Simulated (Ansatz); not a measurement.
```xyz
8

C    -0.639   -0.131   -0.774
Al    0.806   -1.316   -0.314
Sn    0.350    0.789    1.039
H    -0.568    0.493   -1.667
H    -1.677   -0.434   -0.624
H     1.549   -2.667   -0.681
H     0.929    2.356    0.680
H    -0.750    0.911    2.341
```

Charge 0, multiplicity 1. Sn: def2 effective core potential.

(1) List the PBE0/def2-TZVPP orbital energies in eV (Ansatz). (An estimate is asked.)

Results:

(1) Computed: Occupied: -1528.35, -277.60, -139.37, -114.19, -94.01, -93.97, -93.96, -74.32, -74.14, -74.05, -27.77, -27.75, -27.69, -27.63, -27.63, -18.42, -13.56, -11.35, -11.21, -9.64, -8.75, -6.99, -5.98. Lowest empty: -1.99, -1.01, -0.13, 1.02, 1.48, 1.51, 1.90, 2.15.
